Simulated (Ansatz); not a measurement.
`[F][GeH2][NH][GeH3]` → `[F][GeH]` + `[NH2][GeH3]` at 500 K and 1 bar (germylene formation by 1,1-elimination).

Gas-phase electronic energies from Ansatz, PBE0-D4/def2-TZVP geometries. CCSD(T)/CBS adds triple-zeta CCSD(T) − MP2 to the extrapolated MP2 energy (def2 sets, frozen cores). For Ge outer-core shells are correlated without core-valence functions, which leaves a few kJ/mol of doubt a bond. Scalar relativity is left out up to krypton. Each species was taken in one conformer, which may not be the lowest.

```tsv
species	CCSD(T)/CBS energy (Eh)	H − E (kJ/mol)	S (J/(mol·K))
`[F][GeH2][NH][GeH3]`	-4310.37685	200.2	436.1
`[F][GeH]`	-2176.50038	39.0	274.7
`[NH2][GeH3]`	-2133.81884	158.0	315.9
```

H − E and S are ideal-gas, rigid-rotor, harmonic terms from PBE0-D4/def2-TZVP, for one conformer and one mirror image of each species. 1 Eh = 2625.50 kJ/mol, R = 8.31446 J/(mol·K).

By hand: ΔE, ΔH, ΔS and ΔG.

ΔE = (-2176.50038) + (-2133.81884) − (-4310.37685) = 0.05763 Eh = 151.3 kJ/mol. Δ(H − E) = 39.0 + 158.0 − 200.2 = -3.2, so ΔH = 148.1 kJ/mol. ΔS = 274.7 + 315.9 − 436.1 = 154.5 J/(mol·K). ΔG = 148.1 − 500 × (154.5)/1000 = 70.8 kJ/mol.

By hand: the equilibrium constant, and the temperature at which ΔG would vanish if ΔH and ΔS stayed fixed.

log₁₀ K = −ΔG/(RT ln 10) = -7.4. ΔG = 0 at ΔH/ΔS = 959 K.

The number of gas molecules changes by +1, which sets the sign of ΔS. A doubt of 5 kJ/mol in ΔE shifts log₁₀ K by 0.5 here. Other conformers and mirror images would add mixing entropy, several J/(mol·K) or more a flexible species. Modes under 60 cm⁻¹, often nearly free rotors, make the harmonic entropy too high. These are equilibria of isolated gas molecules and say nothing of rates. Largest T1 diagnostic: 0.014 (customary marks: 0.02 for closed shells, 0.045 for open ones).
